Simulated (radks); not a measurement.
The numbers below are computed, except where a source is named.
Numerical settings for neutral samarium, [Xe] 4f6 6s2. Code: a radial shooting solver on a logarithmic mesh with Libxc functionals. Model: Dirac Kohn-Sham, PBE, spin-unpolarised, spherical densities, point nucleus; open shells are shared between the two j in proportion to 2j + 1. The defaults (mesh step 0.008 in ln r, mesh end at 40 bohr or more with all orbitals vanishing there, Anderson mixing 0.5 over 9 steps, residual threshold near 1e-9 with the energy settled to 1e-9 hartree or 1e-11 of itself, here a cap of 87 iterations) give E = -10434.5059 hartree and 4f7/2 at -2.233 eV in 15 iterations. Run on one thread of a shared host, so times are rough (Arm Neoverse N1): 0.23 s of CPU time, 0.23 s wall, 15 iterations on 2728 mesh points. Changes against that run (0 stands for a change within the tolerance of the run):

setting                     iterations         converged  E (mhartree)  e(4f7/2) (meV)  CPU (s)
mesh step in ln r 0.005             15               yes             0               0     0.36
mesh step in ln r 0.2                4                no      diverged               -     0.01
mesh step in ln r 0.03              15               yes      +0.00183               0     0.08
mesh end (bohr) 20                  15               yes             0         +0.0374     0.22
mesh end (bohr) 3                   13  level above zero        +4e+03       +2.19e+04     0.15
residual threshold 0.01              9               yes             0           -1.63     0.17
residual threshold 1e-16            87                no             0               0     0.66
mixing 0.2                          16               yes             0               0     0.25
linear mixing, mixing 1             87                no     +1.21e+05        -8.1e+05      4.3
linear mixing, mixing 0.05          87                no      +0.00935           -18.8        1
mixing history 2                    28               yes             0               0     0.35
iteration cap 8                      8                no             0           -1.63     0.13

Settled on a wrong energy, with an occupied level pushed above zero by the early mesh end: mesh end (bohr) 3 (+4 hartree). Apart from these: no run marked as converged misses the energy by more than 1 mhartree. A mesh that ends early acts as a hard wall.
